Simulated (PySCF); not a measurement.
# Worked example: oscillator strength and radiative lifetime

C6H10, SMILES C(CC)(=C=C)C.

Coordinates come from a TPSSh-D3(BJ)/def2-SVP optimisation. Other conformers were not sampled.

TDDFT-ωB97X/def2-SVPD run with PySCF puts the first singlet state with f over 0.02 at 7.10 eV (vertical), with the transition dipole (-0.445, -0.018, -0.066) in atomic units.

Q: Find the oscillator strength, the wavelength and the radiative lifetime that this transition would have in vacuum if emission retraced absorption.

A: 
|μ|² = 0.2027 au, so |μ| = 1.14 D. ΔE = 7.10/27.211 = 0.2609 hartree. f = (2/3) ΔE |μ|² = 0.035 (the program prints 0.035).
λ = 1239.84/7.10 = 175 nm; ν = 57265 cm⁻¹.
Einstein's coefficient A = 0.6670 ν² f s⁻¹ (ν in cm⁻¹) = 7.7e7 s⁻¹, so τ = 1/A = 13 ns. This state is S3; the lower singlets have f = 0.000, 0.000. The figure is the radiative limit of this one transition; relaxation, internal conversion, crossing to triplets and a medium change what is measured.
